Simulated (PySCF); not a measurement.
# Relaxation of singlet ZrCl4

Method: PBE0/[Zr def2-TZVP with ECP28, Cl def2-TZVP], scalar-relativistic core potentials, density fitting, no spin–orbit coupling, PySCF. A (50,194) grid was used.

A start displaced from a saddle point along its imaginary mode, of D2d symmetry, held to at least that symmetry:

```xyz
5
charge 0 multiplicity 1, angstrom
Zr    0.0000    0.0000    0.0000
Cl    2.3656    0.0000   -0.2500
Cl    0.0000    2.3656    0.2500
Cl   -2.3656    0.0000   -0.2500
Cl    0.0000   -2.3656    0.2500
```

Q: What forces act on the atoms at the start (eV/Å)?

A: 
```json
{"atom": "Zr1", "Fx": "0.00", "Fy": "0.00", "Fz": "0.00"}
{"atom": "Cl2", "Fx": "-0.34", "Fy": "0.00", "Fz": "-0.30"}
{"atom": "Cl3", "Fx": "0.00", "Fy": "-0.34", "Fz": "0.30"}
{"atom": "Cl4", "Fx": "0.34", "Fy": "0.00", "Fz": "-0.30"}
{"atom": "Cl5", "Fx": "0.00", "Fy": "0.34", "Fz": "0.30"}
```

Q: What does it relax to?

A: It ends at Td with Zr–Cl 2.317 Å (×4); Cl–Zr–Cl 109.5° (×6) (after a last refinement on a finer grid). A frequency run shows a minimum.

Q: How much energy is released, and in how many steps?

A: 190.2 kJ/mol in 11 steps.

The relaxation took 59 s on 4 threads of a shared Arm Neoverse V1 host, with 188 basis functions and 12 gradients; the process peaked at 2.1 GiB. Launch command: `OMP_NUM_THREADS=4 python axn.py task.json out`.
